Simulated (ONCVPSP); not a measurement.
zirconium, ONCV: configuration errors across variants

- Element: zirconium (Zr)
- Generator: ONCVPSP 4.0.1
- Type: optimised norm-conserving Vanderbilt (ONCV)
- Functional: PBEsol
- Relativity: scalar-relativistic
- Frozen core: [Ar] 3d10
- Valence charge: 12
- Reference configuration: 4s2 4p6 4d2 5s1 (charge +1)
- Partial waves: 4s+5s: rc 1.65 bohr, ncon 4, nbas 7, qcut 6.3 1/bohr, 2 projectors; 4p: rc 1.50 bohr, ncon 4, nbas 8, qcut 4.7 1/bohr, 2 projectors, debl 3.1 Ha; 4d: rc 2.35 bohr, ncon 3, nbas 7, qcut 7 1/bohr, 2 projectors, debl 3.6 Ha
- Local potential: polynomial inside 1.20 bohr (lpopt 5, dvloc0 2 Ha)
- Core correction: polynomial model core, fcfact 0.7

All-electron excitation energies from the reference (eV): (1) 4s2 4p6 4d2 5s2 -7.171; (2) 4s2 4p6 4d2 5s0 12.910; (3) 4s2 4p6 4d1 5s0 35.495; (4) 4s2 4p6 4d1 5s2 0.511.

A true bound ghost makes a file unfit for plane-wave use even where its test errors are small: the radial tests pick states by their node count and pass the ghost by.

Errors AE − PS in meV (a dash: test not solved or not reliable):

| change | (1) | (2) | (3) | (4) | bound ghosts | GHOST(+) flags above zero |
| --- | --- | --- | --- | --- | --- | --- |
| base | +0.6 | -2.4 | +4.6 | +2.5 | none | s |
| local potential polynomial inside 1.20 bohr (lpopt 5, dvloc0 -2 Ha) | +0.6 | -2.5 | +4.6 | +2.9 | d | s |
| local potential polynomial inside 1.20 bohr (lpopt 5, dvloc0 0 Ha) | +0.6 | -2.4 | +4.6 | +2.4 | none | s, d |
| local potential polynomial inside 1.20 bohr (lpopt 5, dvloc0 1.5 Ha) | +0.6 | -2.4 | +4.6 | +2.5 | none | s |
| local potential polynomial inside 1.20 bohr (lpopt 5, dvloc0 5 Ha) | +0.6 | -2.4 | +4.5 | +2.5 | none | s |
| local potential polynomial inside 1.20 bohr (lpopt 5, dvloc0 7.5 Ha) | +0.6 | -2.5 | +4.0 | +2.4 | none | none |
| local potential polynomial inside 1.20 bohr (lpopt 5, dvloc0 9 Ha) | +0.6 | -2.3 | +5.4 | +3.4 | none | p |

Task: Give the same row for: local potential polynomial inside 1.20 bohr (lpopt 5, dvloc0 3 Ha).

Result: +0.6, -2.4, +4.5, +2.5; bound ghosts: none; GHOST(+) flags above zero: s.
